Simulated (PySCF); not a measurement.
## Cost of excited-state runs on `InChI=1S/C13H12OSi/c1-14-10-6-4-8-12-13(10)9-5-2-3-7-11(9)15-12/h2-8H,15H2,1H3`

Structure with atom numbers: `[CH3:1][O:2][c:3]1[cH:4][cH:5][cH:6][c:7]2[c:8]1-[c:9]1[cH:10][cH:11][cH:12][cH:13][c:14]1[SiH2:15]2`. Each H is labelled by its parent atom.

PySCF with density fitting, on 4 threads of an Arm Neoverse N1, shared host. Command: `OMP_NUM_THREADS=4 python excited_run.py task.json out`

Task: How long does this run take, and how much memory?
- excited states, CAM-B3LYP/def2-SVPD; two-photon moments; 6 states; quadratic response for 5 states; 0 triplets; writes grids

Result: 
| run | level | basis functions | wall time | peak memory (GiB) |
| --- | --- | --- | --- | --- |
| excited states | CAM-B3LYP/def2-SVPD | 403 | 10 min | 2.9 |

Times from a shared host are rough.
